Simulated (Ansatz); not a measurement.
`F[SiH](Cl)I` + CH₃OH → `CO[SiH](Cl)I` + H–F at 500 K and 1 bar (ligand exchange at the Si–F bond).

Program: Ansatz. Geometries: PBE0-D4/def2-TZVP. ΔE: electronic, gas phase. CBS: MP2 limit from def2 TZ/QZ plus the TZ coupled-cluster correction, frozen cores. This one scheme is used for every species. Elements past krypton have def2 core potentials. For I outer-core shells are correlated without core-valence functions, which leaves a few kJ/mol of doubt a bond. Each species was taken in one conformer, which may not be the lowest.

| species | CCSD(T)/CBS energy (Eh) | H − E (kJ/mol) | S (J/(mol·K)) |
| --- | --- | --- | --- |
| `F[SiH](Cl)I` | -1146.84711 | 70.9 | 374.4 |
| CH₃OH | -115.61712 | 157.0 | 265.4 |
| `CO[SiH](Cl)I` | -1162.05764 | 188.5 | 444.4 |
| H–F | -100.39570 | 39.4 | 188.7 |

H − E and S are ideal-gas, rigid-rotor, harmonic terms from PBE0-D4/def2-TZVP, for one conformer and one mirror image of each species. 1 Eh = 2625.50 kJ/mol, R = 8.31446 J/(mol·K).

By hand: ΔE, ΔH, ΔS and ΔG.

ΔE = (-1162.05764) + (-100.39570) − (-1146.84711) − (-115.61712) = 0.01089 Eh = 28.6 kJ/mol. Δ(H − E) = 188.5 + 39.4 − 70.9 − 157.0 = 0.0, so ΔH = 28.6 kJ/mol. ΔS = 444.4 + 188.7 − 374.4 − 265.4 = -6.7 J/(mol·K). ΔG = 28.6 − 500 × (-6.7)/1000 = 32.0 kJ/mol.

By hand: the equilibrium constant, and the temperature at which ΔG would vanish if ΔH and ΔS stayed fixed.

log₁₀ K = −ΔG/(RT ln 10) = -3.3. ΔH and −TΔS have one sign here, so there is no such temperature.

The number of gas molecules stays the same, so ΔS is small and ΔH decides. A doubt of 5 kJ/mol in ΔE shifts log₁₀ K by 0.5 here. Other conformers and mirror images would add mixing entropy, several J/(mol·K) or more a flexible species. These are equilibria of isolated gas molecules and say nothing of rates. Largest T1 diagnostic: 0.010 (customary marks: 0.02 for closed shells, 0.045 for open ones).

ΔS is within the doubt of such terms, so its sign, and with it that verdict, could turn.
